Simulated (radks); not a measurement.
Values are calculated unless marked as measured or tabulated.
Problem. The table gives one normalised radial function P(r) = r R(r) (large component) of Ti8+ in [Ne] 3s1 3p2 4p1 (r in bohr). Code: a radial shooting solver on a logarithmic mesh with Libxc functionals. Model: Dirac Kohn-Sham, BLYP, spin-unpolarised, spherical densities, point nucleus; open shells fill j = l - 1/2 first.

r,P
0.006225,0.0143
0.007019,0.0178
0.007978,0.0224
0.009067,0.0282
0.01022,0.0350
0.01162,0.0440
0.0131,0.0545
0.01489,0.0684
0.01692,0.0857
0.01908,0.1057
0.02169,0.1318
0.02445,0.1617
0.02779,0.2003
0.03158,0.2472
0.03561,0.2997
0.04047,0.3661
0.04563,0.4391
0.05186,0.5294
0.05895,0.6332
0.06646,0.7427
0.07554,0.8718
0.08517,1.0027
0.0968,1.1497
0.11,1.2994
0.124,1.4366
0.141,1.5718
0.1602,1.6860
0.1807,1.7650
0.2053,1.8098
0.2315,1.8078
0.2631,1.7537
0.2991,1.6454
0.3372,1.4985
0.3832,1.3031
0.4321,1.0963
0.4911,0.8676
0.5582,0.6483
0.6293,0.4654
0.7153,0.3048
0.8064,0.1904
0.9166,0.1054
1.042,0.0526
1.175,0.0246
1.335,0.0096
1.505,0.0035
1.711,0.0010
1.944,0.0002
2.192,0.0001
2.491,0.0000
2.809,0.0000
3.193,0.0000
3.629,0.0000
4.091,0.0000
4.65,0.0000
5.243,0.0000
5.959,0.0000

Which n and l does it have? It may be an empty orbital.

Solution. n = 2, l = 1: the number of nodes gives n - l - 1 = 0, the rise at small r points to l (for j = l - 1/2 the large component starts as r^gamma with gamma = sqrt(l^2 - (Z/c)^2) = 0.99 and the r^(l+1) term takes over further out; the orbital of l - 1 with the same j starts with the same power, but with a larger coefficient, and does not steepen), and the extent must fit the shell. The curve is that of 2p1/2; the two j differ most near the nucleus, where j = l - 1/2 has the larger amplitude, and in heavy atoms j = l - 1/2 is also the more compact. 2p1/2: eigenvalue -633.14 eV, 0 radial nodes, <r> = 0.285 bohr, 90 % of the charge inside 0.469 bohr.
